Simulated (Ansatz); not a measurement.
`B[O][Al]([OH])[F]` and `B[O][AlH][OH]` differ in one atom or group.

Ansatz, PBE0-D4/def2-TZVP geometries, multiplicity 1. Each molecule was computed in one conformer, which needn't be the lowest.

| property | `B[O][Al]([OH])[F]` |
| --- | --- |
| zero-point energy (PBE0-D4/def2-TZVP) / kJ/mol | 109.9 |
| ideal-gas entropy at 298 K and 1 bar (rigid rotor, harmonic PBE0-D4/def2-TZVP) / J/(mol·K) | 354 |
| size of the dipole moment (B3LYP/def2-TZVPP) / D | 1.60 |
| LUMO energy (B3LYP/def2-TZVPP) / eV | -1.23 |
| LUMO energy (PBE0/def2-TZVPP) / eV | -0.88 |
| HOMO–LUMO gap (PBE0/def2-TZVPP) / eV | 7.25 |

Question: What does the change do to each property? (An estimate is asked.)

Answer: The calculation gave: 
```
                                                                                  property  `B[O][AlH][OH]`  shift
                                            zero-point energy (PBE0-D4/def2-TZVP) / kJ/mol            120.5   10.6
ideal-gas entropy at 298 K and 1 bar (rigid rotor, harmonic PBE0-D4/def2-TZVP) / J/(mol·K)              330    -24
                                          size of the dipole moment (B3LYP/def2-TZVPP) / D             0.78  -0.82
                                                       LUMO energy (B3LYP/def2-TZVPP) / eV            -0.71   0.52
                                                        LUMO energy (PBE0/def2-TZVPP) / eV            -0.45   0.43
                                                      HOMO–LUMO gap (PBE0/def2-TZVPP) / eV             7.54   0.29
```

With PBE0 the HOMO rises by 0.15 eV and the LUMO rises by 0.43 eV, so the gap widens by about 0.28 eV. PBE moves the HOMO by 0.14 eV and ωB97M-V by 0.15 eV. Dipoles are sizes alone; their direction can turn.

B3LYP here is the variant with VWN-RPA as its local correlation; programs differ in this.
